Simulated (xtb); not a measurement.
1-ethyl-4-methoxybenzene (C₉H₁₂O), SMILES CCc1ccc(OC)cc1. All values are semi-empirical tight-binding results from xtb (GFN2-xTB unless named), good for trends rather than for accurate numbers. The structure is a stationary point at GFN2-xTB. The values are those of a single conformer.

Optimised geometry:

Bonds (Å): C1–C2 1.530, C1–H11 1.088, C1–H12 1.088, C1–H13 1.088, C2–C3 1.502, C2–H14 1.092, C2–H15 1.092, C3–C4 1.391, C3–C10 1.386, C4–C5 1.378, C4–H16 1.081, C5–C6 1.395, C5–H17 1.079, C6–O7 1.365, C6–C9 1.389, O7–C8 1.405, C8–H18 1.095, C8–H19 1.089, C8–H20 1.095, C9–C10 1.385, C9–H21 1.079, C10–H22 1.081. Angles (°): C2–C1–H11 110.3, C2–C1–H12 110.3, C2–C1–H13 110.6, H11–C1–H12 108.3, H11–C1–H13 108.7, H12–C1–H13 108.7, C1–C2–C3 110.6, C1–C2–H14 109.2, C1–C2–H15 109.2, C3–C2–H14 109.8, C3–C2–H15 109.8, H14–C2–H15 108.2, C2–C3–C4 120.8, C2–C3–C10 121.0, C4–C3–C10 118.1, C3–C4–C5 121.0, C3–C4–H16 119.5, C5–C4–H16 119.4, C4–C5–C6 120.4, C4–C5–H17 121.2, C6–C5–H17 118.3, C5–C6–O7 115.8, C5–C6–C9 119.0, O7–C6–C9 125.1, C6–O7–C8 118.5, O7–C8–H18 111.6, O7–C8–H19 105.7, O7–C8–H20 111.6, H18–C8–H19 109.2, H18–C8–H20 109.3, H19–C8–H20 109.2, C6–C9–C10 119.8, C6–C9–H21 121.1, C10–C9–H21 119.0, C3–C10–C9 121.5, C3–C10–H22 119.5, C9–C10–H22 118.9.
Charge 0, spin multiplicity 1.

orbital gap: 4.16 eV
dipole moment: 1.33 D
zero-point energy: 115.8 kcal/mol
G − E(el) at 298.15 K (modified RRHO): 93.7 kcal/mol
static polarisability (D4 model): 107.6 bohr³
solvation energy, GFN2-xTB/ALPB(water): -1.7 kcal/mol
solvation energy, GFN2-xTB/ALPB(acetonitrile): -7.2 kcal/mol

Computed IR lines (harmonic; lines under 4 % of the strongest left out, lines within 3 cm⁻¹ merged):
ν (cm⁻¹): 726 (m), 804 (m), 844 (w), 997 (w), 1030 (w), 1067 (m), 1080 (w), 1160 (w), 1195 (s), 1217 (s), 1269 (vs), 1283 (m), 1340 (m), 1473 (w), 1486 (m), 1494 (s), 1507 (m), 1584 (w), 1615 (m), 2925 (m), 2940 (m), 2973 (m), 2983 (m), 3025 (m), 3030 (s), 3034 (m), 3039 (m), 3070 (m), 3075 (m), 3098 (m), 3104 (m) (against the strongest line: vs over 80 %, s over 45 %, m over 15 %, w over 4 %, vw less)

Question: Give the atomic charges and the Wiberg bond orders between heavy atoms. (An estimate is asked for; the answer gives what the named calculation found.)

Answer: charges (e) C1 -0.10, C2 -0.06, C3 0.00, C4 -0.04, C5 -0.06, C6 0.14, O7 -0.27, C8 0.04, C9 -0.07, C10 -0.04, H11 0.04, H12 0.04, H13 0.03, H14 0.04, H15 0.03, H16 0.03, H17 0.04, H18 0.04, H19 0.06, H20 0.04, H21 0.03, H22 0.03. Bond orders C1–C2 1.00, C2–C3 1.01, C3–C4 1.39, C4–C5 1.47, C5–C6 1.35, C6–O7 1.05, O7–C8 0.99, C6–C9 1.38, C3–C10 1.42, C9–C10 1.44.
